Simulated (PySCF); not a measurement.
Compound: C₈H₅Cl (charge +1 and doublet state).
SMILES with atom numbers: `[CH+:1]=[C:2][c:3]1[cH:4][cH:5][cH:6][cH:7][c:8]1[Cl:9]` (hydrogens: H10 on C1; H11 on C4; H12 on C5; H13 on C6; H14 on C7)

Structure used (GFN2-xTB), in Å, numbered top down from 1:
```
atom  x, y, z in Å
C1     3.2209   -0.3732    0.7227
C2     2.0464   -0.2345    0.4591
C3     0.6914   -0.1067    0.1511
C4    -0.0744   -1.2383   -0.1624
C5    -1.4112   -1.1051   -0.4643
C6    -2.0228    0.1672   -0.4632
C7    -1.2963    1.2978   -0.1586
C8     0.0612    1.1895    0.1498
Cl9    0.9778    2.5591    0.5205
H10    4.2436   -0.4929    0.9516
H11    0.4013   -2.2074   -0.1615
H12   -2.0011   -1.9771   -0.7050
H13   -3.0720    0.2515   -0.7044
H14   -1.7655    2.2696   -0.1575
```

Method used: UKS B3LYP, pcH-1 on C Cl H, non-relativistic, mean-field spin-orbit, GIAO in PySCF. Isolated species at its GFN2-xTB geometry, gas phase. Couplings are sensitive to structure, and on GFN2-xTB geometries they can be far from those on DFT ones, by a factor of two or more for some ions and for spin on atoms past the first row. The SCF solution wasn't tested for stability.

Computed for the main isotopes (class means, splittings of 0.05 mT or more): g = 2.0076; H10 1H -28.3 MHz (1.01 mT); H13 1H -12.8 MHz (0.46 mT); H12 1H -9.2 MHz (0.33 mT); Cl9 35Cl +6.3 MHz (0.23 mT); H14 1H +3.2 MHz (0.11 mT); H11 1H +2.3 MHz (0.08 mT); 128 first-order lines, 2.66 mT wide.

(1) What changes when 35Cl at Cl9 is replaced by 37Cl?

(2) What changes when 1H at H11 is replaced by 2H?

(3) Where do the 13C satellites of C2 appear, and how strong are they?

(4) Give position and intensity of the satellites from 13C at C1.

(5) Give position and intensity of the satellites from 13C at C7.

Answers

(1) The spin density stays the same (vibrational effects aside), so a scales with the nuclear g factor: 0.45608/0.54792 = 0.8324, so a goes from +6.3 to +5.3 MHz (0.187 mT). Both isotopes have I = 3/2, so the 1:1:1:1 quartet keeps its form. The spectrum then has 128 first-order lines over 2.55 mT.

(2) The spin density stays the same (vibrational effects aside), so a scales with the nuclear g factor: 0.85744/5.58569 = 0.1535, so a goes from +2.3 to +0.4 MHz (0.013 mT). The spin goes from 1/2 to 1, so the 1:1 doublet becomes a 1:1:1 triplet. The spectrum then has 192 first-order lines over 2.60 mT, counting the new splitting although it is under 0.05 mT.

(3) a = -27.1 MHz, or 0.96 mT in magnitude, and I = 1/2, so to first order each main line has two satellites, at ±0.48 mT. The isotope's abundance is about 1.07 %, shared among 2 lines, so each has 0.54 % of the main line's intensity.

(4) a = +24.7 MHz, or 0.88 mT in magnitude, and I = 1/2, so to first order each main line has two satellites, at ±0.44 mT. The isotope's abundance is about 1.07 %, shared among 2 lines, so each has 0.54 % of the main line's intensity.

(5) a = -15.4 MHz, or 0.55 mT in magnitude, and I = 1/2, so to first order each main line has two satellites, at ±0.27 mT. The isotope's abundance is about 1.07 %, shared among 2 lines, so each has 0.54 % of the main line's intensity.

Main isotope only: 35Cl (natural samples also hold 24 % 37Cl, magnetic too, which adds its own pattern).

The SMILES draws the unpaired electron on C2; the largest computed Mulliken spin population is on C1 (0.35 against -0.04).
